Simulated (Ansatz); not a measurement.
Cost and result for the atomization energy of `[CH3][AlH][SiH2][GaH2]` (12 atoms, 11 bonds).

```xyz
12

C    -2.130    0.894    0.778
Al   -0.989    0.563   -0.771
Si    0.695   -1.217   -0.737
Ga    2.711   -0.414    0.286
H    -2.044    0.128    1.552
H    -3.181    0.966    0.482
H    -1.871    1.858    1.231
H    -1.095    1.513   -2.045
H     0.986   -1.708   -2.117
H     0.181   -2.371    0.063
H     2.869   -0.427    1.852
H     3.869    0.214   -0.575
```

The species carries charge 0 and has multiplicity 1. Correlated methods include outer-core shells of Ga, which these sets cover unevenly. Scalar relativity is left out up to krypton. All single points use the PBE0-D4/def2-TZVP geometry. It is one conformer, not always the lowest. Program: Ansatz. All runs use 4 threads of an Arm Neoverse V2 on a shared host. Times are those of one run each, without the atoms' runs, and a repeat can differ threefold. Electronic energies, without spin–orbit coupling; frozen cores. CCSD(T)/CBS adds CCSD(T) − MP2 in def2-TZVPP to the MP2 limit, and its time is that of the two runs behind it. T1 = 0.013. With those shells the extrapolation isn't a true limit. HSE06 is the plane-wave form, built on full-range PBE exchange.

CCSD(T)/CBS is a level of theory with its own doubt, some kJ/mol a heavy atom from the limit and from the frozen cores, so smaller differences don't rank the functionals.

```csv
level,functions,wall time
LDA (SPW92)/def2-TZVPP,275,1.5 s
revPBE-D4/def2-TZVPP,275,2.3 s
BLYP-D4/def2-TZVPP,275,2.4 s
HSE06-D4/def2-TZVPP,275,3.9 s
BHLYP-D4/def2-TZVPP,275,3.9 s
CAM-B3LYP-D4/def2-TZVPP,275,4.3 s
CCSD(T)/def2-SVP,122,6 s
B2PLYP/def2-TZVPP,275,6.5 s
PBE-QIDH/def2-TZVPP,275,6.5 s
ωB97M-V/def2-TZVPP (with forces),275,14 s
MP2/def2-QZVPP,526,25 s
CCSD(T)/def2-TZVPP,275,3 min
CCSD(T)/CBS(def2),–,3.4 min
```

**Question.** What atomization energy does each give, and how far from CCSD(T)/CBS? (An estimate is asked.)

**Answer.** The calculation gave: 
```
                           level  atomization (kJ/mol)  difference from CCSD(T)/CBS  per bond
          LDA (SPW92)/def2-TZVPP                3820.3                        363.1      33.0
            revPBE-D4/def2-TZVPP                3374.0                        -83.2      -7.6
              BLYP-D4/def2-TZVPP                3386.8                        -70.4      -6.4
             HSE06-D4/def2-TZVPP                3424.4                        -32.8      -3.0
             BHLYP-D4/def2-TZVPP                3401.0                        -56.2      -5.1
         CAM-B3LYP-D4/def2-TZVPP                3449.4                         -7.8      -0.7
                CCSD(T)/def2-SVP                3265.1                       -192.1     -17.5
               B2PLYP/def2-TZVPP                3392.4                        -64.8      -5.9
             PBE-QIDH/def2-TZVPP                3422.8                        -34.4      -3.1
ωB97M-V/def2-TZVPP (with forces)                3441.0                        -16.2      -1.5
                  MP2/def2-QZVPP                3403.2                        -54.0      -4.9
              CCSD(T)/def2-TZVPP                3387.8                        -69.4      -6.3
               CCSD(T)/CBS(def2)                3457.2                          0.0       0.0
```

Leaving LDA and LC-ωPBE aside and taking each functional with its dispersion term where it has one, the values, not all of them listed here, spread over 126.4 kJ/mol, from revPBE-D4 to B97M-V. LDA lies +416.5 kJ/mol from PBE without D4, its usual overbinding. At CCSD(T), def2-SVP lies −192.1 kJ/mol from the extrapolated value and def2-TZVPP −69.4 kJ/mol: correlation converges slowly with the basis, and small sets miss more of it in the bonded molecule than in its fragments. In def2-TZVPP, CCSD(T) changes the Hartree–Fock value by +769.9 kJ/mol (the triples alone add +32.9 kJ/mol) and MP2 by +744.0 kJ/mol; breaking electron pairs costs correlation energy, which Hartree–Fock lacks.
